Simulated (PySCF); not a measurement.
C6H9NSi.
SMILES with atom numbers: `[N:1]#[C:2][CH2:3][C@@H:4]1[CH:5]=[CH:6][CH2:7][SiH2:8]1` (hydrogens: H9, H10 on C3; H11 on C4; H12 on C5; H13 on C6; H14, H15 on C7; H16, H17 on Si8)

Level: CAM-B3LYP/def2-SVPD in PySCF, non-relativistic, on one gas-phase PBE0-D3(BJ)/def2-SVP geometry that isn't relaxed in the solvent. The solvent is an IEF-PCM continuum (Bondi radii, 1.10 Å for H, scaled by 1.2), and excitations are vertical TDDFT with non-equilibrium linear response and a frozen core. Specific hydrogen bonds and non-electrostatic terms are outside this model.

Gas-phase singlets (H = HOMO, L = LUMO):

```json
{"state": "S1", "E (eV)": "6.822", "λ (nm)": "182", "f": "0.012", "leading configurations": "H→L+1 57%, H→L 33%"}
{"state": "S2", "E (eV)": "6.955", "λ (nm)": "178", "f": "0.214", "leading configurations": "H→L 51%, H→L+1 28%, H→L+2 11%"}
{"state": "S3", "E (eV)": "7.276", "λ (nm)": "170", "f": "0.024", "leading configurations": "H→L+2 81%, H→L+1 8%"}
{"state": "S4", "E (eV)": "7.407", "λ (nm)": "167", "f": "0.005", "leading configurations": "H-1→L 49%, H-1→L+2 21%, H-1→L+1 15%"}
{"state": "S5", "E (eV)": "7.590", "λ (nm)": "163", "f": "0.001", "leading configurations": "H→L+4 14%, H-3→L+7 10%, H-4→L+4 8%"}
```

**Question.** What are the lowest 5 singlets in chloroform (ε = 4.711)?

**Answer.** 
| state | E (eV) | λ (nm) | f | leading configurations | change by rank (eV) |
| --- | --- | --- | --- | --- | --- |
| S1 | 6.803 | 182 | 0.016 | H→L+1 52%, H→L 38% | -0.019 |
| S2 | 6.862 | 181 | 0.329 | H→L 44%, H→L+1 35%, H→L+2 10% | -0.093 |
| S3 | 7.287 | 170 | 0.014 | H→L+2 82% | +0.011 |
| S4 | 7.379 | 168 | 0.009 | H-1→L 43%, H-1→L+1 27%, H-1→L+2 14% | -0.028 |
| S5 | 7.597 | 163 | 0.003 | H→L+3 37%, H→L+4 20% | +0.007 |

**Question.** How do the frontier levels move from gas to chloroform?

**Answer.** 
```json
{"orbital": "LUMO+2", "gas (eV)": "1.18", "solvent (eV)": "1.41", "change (eV)": "+0.23", "Löwdin shares, gas": "Si8 20 %, C6 14 %, C5 13 %, H17 8 %", "Löwdin shares, solvent": "Si8 22 %, N1 9 %, C6 9 %, C2 8 %"}
{"orbital": "LUMO+1", "gas (eV)": "0.95", "solvent (eV)": "1.21", "change (eV)": "+0.26", "Löwdin shares, gas": "Si8 23 %, C7 12 %, C6 11 %, H15 8 %", "Löwdin shares, solvent": "Si8 18 %, C6 14 %, C5 11 %, C7 9 %"}
{"orbital": "LUMO", "gas (eV)": "0.78", "solvent (eV)": "1.07", "change (eV)": "+0.29", "Löwdin shares, gas": "Si8 16 %, C6 13 %, C3 11 %, H10 10 %", "Löwdin shares, solvent": "Si8 15 %, C6 13 %, C2 11 %, C3 10 %"}
{"orbital": "HOMO", "gas (eV)": "-8.87", "solvent (eV)": "-8.61", "change (eV)": "+0.26", "Löwdin shares, gas": "C5 33 %, C6 32 %, C7 8 %, C4 7 %", "Löwdin shares, solvent": "C5 33 %, C6 32 %, C7 8 %, C4 7 %"}
{"orbital": "HOMO-1", "gas (eV)": "-10.06", "solvent (eV)": "-9.80", "change (eV)": "+0.26", "Löwdin shares, gas": "C4 26 %, Si8 21 %, C7 18 %, C5 6 %", "Löwdin shares, solvent": "C4 25 %, Si8 21 %, C7 21 %, C5 6 %"}
{"orbital": "HOMO-2", "gas (eV)": "-10.61", "solvent (eV)": "-10.35", "change (eV)": "+0.26", "Löwdin shares, gas": "Si8 22 %, C7 18 %, C6 11 %, H16 8 %", "Löwdin shares, solvent": "Si8 26 %, C7 17 %, C4 11 %, C6 10 %"}
{"orbital": "HOMO-3", "gas (eV)": "-10.73", "solvent (eV)": "-10.79", "change (eV)": "-0.06", "Löwdin shares, gas": "N1 40 %, C2 29 %, C3 10 %, H10 5 %", "Löwdin shares, solvent": "N1 31 %, C2 22 %, C3 11 %, C4 7 %"}
```

The HOMO–LUMO gap goes from 9.65 to 9.68 eV. Rows go by rank; for LUMO+1 and LUMO+2 the atom shares or the degeneracy differ between the runs, so the row needn't follow one orbital.
